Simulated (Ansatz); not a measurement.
`CO[SiH]Br`, charge 0, multiplicity 2.

(1) Give a relaxed structure at PBE0-D4/def2-TZVP (the Gaussian-basis code of Ansatz). (Estimate.)

Results:

(1) Computed: 
Z-matrix (Å, degrees):
```
C
O 1 1.413
H 1 1.094 2 111.1
H 1 1.094 2 111.0 3 -121.4
H 1 1.090 2 107.8 3 119.2
Si 2 1.631 1 126.9 3 65.9
Br 6 2.238 2 110.8 1 51.5
H 6 1.489 2 105.2 1 168.3
```
